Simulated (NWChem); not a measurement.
**Ionisation of H$_{3}$O$_{4}$Si**

```xyz
8

O     -1.1448     0.8775     0.8886
Si    -0.0432     0.0295    -0.0155
O     -0.7786    -1.1467    -0.9291
O      0.9217     0.8813    -1.0645
O      0.9171    -0.5823     1.2226
H     -0.4749    -1.1693    -1.8542
H      1.3158     1.6940    -0.7030
H      0.4411    -1.1768     1.8326
```
Charge 0, spin multiplicity 2.

The numbers come from NWChem runs, not from measurements. Structure: optimised with UPBE/def2-SVP, a minimum by its harmonic frequencies. It is one conformer; others weren't searched.

Basis set: def2-TZVP. The species with one electron less has spin multiplicity 3 and keeps the geometry of the parent. Δ marks differences of total energies (open shells unrestricted). −ε marks an orbital energy of the parent. That orbital need not have the symmetry of the hole or added electron in the Δ rows.

B3LYP has NWChem's definition, with VWN1-RPA local correlation. The structure started from a generated list of species. No SCF solution was tested for a lower state. Open-shell Hartree-Fock references start from PBE0 orbitals.

For the first vertical ionisation energy, G0W0@PBE gives 9.38 eV and −ε(beta HOMO) of B3LYP gives 8.90 eV. What do ΔPBE, −ε(beta HOMO) of HF, −ε(beta HOMO) of M06-2X give?

ΔPBE: 10.64 eV; −ε(beta HOMO) of HF: 13.78 eV; −ε(beta HOMO) of M06-2X: 11.07 eV.
